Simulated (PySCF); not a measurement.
# Computed records: BF₂H₃Si, BFH₂NSi, BF₂H₂Si, BFHOSi and others

Computed with PySCF 2.14.0. Calculation on a computer-drawn molecule: optimised geometry and harmonic frequencies of an isolated molecule of the commonest isotopes, restricted reference for singlets and unrestricted otherwise, frozen core in MP2.

Common to all runs: multiplicity 1; basis cc-pV(D+d)Z.

(1) BF₂H₃Si

Start structure:
```xyz
7
BF2H3Si
F     -3.0424     1.2817     1.6112
B     -2.3502     0.3364     0.9884
Si    -0.3099     0.3092     1.0564
F      0.2639     1.5557     1.9169
H     -2.9839    -0.4920     0.3911
H      0.2556     0.4056    -0.3057
H      0.1702    -0.9352     1.6931
```

Here we set charge 0 and method MP2.

It finds rotational constants 11.29, 3.285, 2.622 GHz; total energy -514.8901 hartree; convergence status largest gradient component 1.234e-05 hartree/bohr.

Drawn bonds:
```csv
atom,other atom,order
1,2,1
2,3,1
3,4,1
2,5,1
3,6,1
3,7,1
```

Optimised structure:
```xyz
7
BF2H3Si
F     -3.0586     1.2885     1.6110
B     -2.3456     0.3373     0.9894
Si    -0.3102     0.3152     1.0604
F      0.2846     1.5708     1.9301
H     -2.9736    -0.5043     0.3873
H      0.2459     0.3978    -0.3109
H      0.1609    -0.9440     1.6842
```

Modes:
```csv
frequency (cm⁻¹),reduced mass (dalton)
77.16,2.31
118.9,13.78
388,10.44
426,1.17
582.8,3.217
752.1,1.132
839.1,3.733
858.5,1.577
948.9,1.534
972.4,1.067
1118,1.384
1313,5.319
2283,1.03
2286,1.052
2644,1.092
```

(2) BFH₂NSi

Start structure:
```xyz
6
BFH2NSi
N      0.6151    -1.1225     1.0453
B      0.0921    -0.1160     1.4711
Si    -0.6901     1.5197     2.2046
F     -2.0858     1.9512     1.6693
H      1.0348    -1.9502     0.6887
H     -0.1412     2.4191     3.2077
```

Settings of this run: charge 1 and method MP2.

It finds rotational constants 25.69, 2.782, 2.51 GHz; total energy -468.9375 hartree; convergence status largest gradient component 3.182e-05 hartree/bohr.

Drawn bonds:
```csv
atom,other atom,order
1,2,2
2,3,1
3,4,1
1,5,1
3,6,1
```

Optimised structure:
```xyz
6
BFH2NSi
N      0.6246    -1.1358     1.0413
B      0.0834    -0.0942     1.4819
Si    -0.6911     1.5164     2.2014
F     -2.1095     1.9754     1.6728
H      1.0541    -1.9790     0.6792
H     -0.1367     2.4186     3.2102
```

Modes:
```csv
frequency (cm⁻¹),reduced mass (dalton)
120.9,5.944
169.4,3.716
337.3,9.824
578.3,7.665
593.5,1.418
629.5,1.206
657.6,1.213
836.4,1.141
992.2,14.84
1877,7.568
2410,1.046
3735,1.107
```

(3) BF₂H₂Si

Start structure:
```xyz
6
BF2H2Si
F     -0.7154     3.0610     2.4742
B      0.4287     2.5134     2.3240
F      1.4679     2.7905     3.0812
Si     0.6319     1.2347     0.7928
H      1.0715     1.6049    -0.5783
H      0.4034    -0.2515     0.8553
```

Settings of this run: charge 1 and method HF.

It finds rotational constants 9.571, 3.829, 2.831 GHz; total energy -513.4601 hartree; convergence status largest gradient component 2.314e-05 hartree/bohr.

Drawn bonds:
```csv
atom,other atom,order
1,2,1
2,3,1
2,4,1
4,5,1
4,6,1
```

Optimised structure:
```xyz
6
BF2H2Si
F     -0.7315     3.0670     2.4908
B      0.4303     2.5258     2.3187
F      1.4612     2.7604     3.0633
Si     0.6538     1.1976     0.7497
H      1.0781     1.6379    -0.5814
H      0.3962    -0.2357     0.9081
```

Modes:
```csv
frequency (cm⁻¹),reduced mass (dalton)
65.3,1.068
186,6.833
375.4,1.719
378.2,12.5
631.4,12.07
672.9,2.406
718.7,1.226
1013,1.117
1270,9.081
1565,12.24
2406,1.028
2443,1.058
```

(4) BFHOSi

Start structure:
```xyz
5
BFHOSi
O     -0.2565     0.5908     1.8472
Si    -0.9654     0.1316     0.6304
B      0.6444    -0.9742    -0.0604
F      1.7748    -1.3644     0.1204
H     -2.2213     0.2025    -0.0858
```

Settings of this run: charge 1 and method HF.

It finds rotational constants 20.9, 2.886, 2.536 GHz; total energy -488.2073 hartree; convergence status largest gradient component 1.918e-05 hartree/bohr.

Drawn bonds:
```csv
atom,other atom,order
1,2,2
2,3,1
3,4,1
2,5,1
```

Optimised structure:
```xyz
5
BFHOSi
O     -0.4463     0.7610     1.9845
Si    -0.9462     0.1745     0.7180
B      0.7130    -0.9346     0.0723
F      1.7583    -1.5224    -0.1586
H     -2.1027     0.1078    -0.1644
```

Modes:
```csv
frequency (cm⁻¹),reduced mass (dalton)
113.1,11.29
312.1,5.943
391.7,10.84
458.9,14.38
596.2,1.352
810.3,1.105
1360,14.56
1733,12.66
2464,1.052
```

(5) C₂H₈OSi

Start structure:
```xyz
12
C2H8OSi
C     -0.5479    -4.2488    -0.8639
Si     0.4242    -2.6936    -0.2873
C     -0.7624    -1.2018    -0.2377
O     -1.8375    -1.4126     0.6742
H     -0.7674    -4.1188    -1.8680
H      0.1225    -5.1403    -0.7043
H     -1.4154    -4.3841    -0.2381
H      1.5110    -2.3712    -1.2157
H      0.9497    -2.8892     1.0457
H     -0.2383    -0.2493    -0.0006
H     -1.2114    -1.0365    -1.2616
H     -1.4377    -1.6221     1.4704
```

It was run with charge 0 and method HF.

Results for C₂H₈OSi: rotational constants 9.403, 3.464, 2.897 GHz; total energy -444.1935 hartree; convergence status largest gradient component 2.356e-05 hartree/bohr.

Drawn bonds:
```csv
atom,other atom,order
1,2,1
2,3,1
3,4,1
1,5,1
1,6,1
1,7,1
2,8,1
2,9,1
3,10,1
3,11,1
4,12,1
```

Optimised structure:
```xyz
12
C2H8OSi
C     -0.4942    -4.2502    -0.8671
Si     0.4044    -2.7036    -0.2967
C     -0.7696    -1.2127    -0.2427
O     -1.8317    -1.4249     0.6727
H     -0.8260    -4.1492    -1.9043
H      0.1514    -5.1299    -0.8021
H     -1.3763    -4.4235    -0.2456
H      1.5507    -2.3988    -1.1930
H      0.9325    -2.9073     1.0801
H     -0.2329    -0.2821    -0.0198
H     -1.2330    -1.0667    -1.2211
H     -1.4859    -1.4194     1.5528
```

Modes:
```csv
frequency (cm⁻¹),reduced mass (dalton)
99.87,2.752
152.3,1.227
196.1,1.791
286,1.985
317.6,1.248
528.6,1.233
635.5,1.584
668.6,1.432
717.1,2.102
806.1,1.858
902,1.458
951,1.261
994.4,1.294
1028,1.063
1142,6.017
1227,1.038
1390,1.259
1407,1.306
1493,1.215
1552,1.05
1556,1.05
1575,1.07
2268,1.046
2285,1.034
3151,1.068
3170,1.035
3225,1.096
3251,1.101
3259,1.102
4146,1.067
```
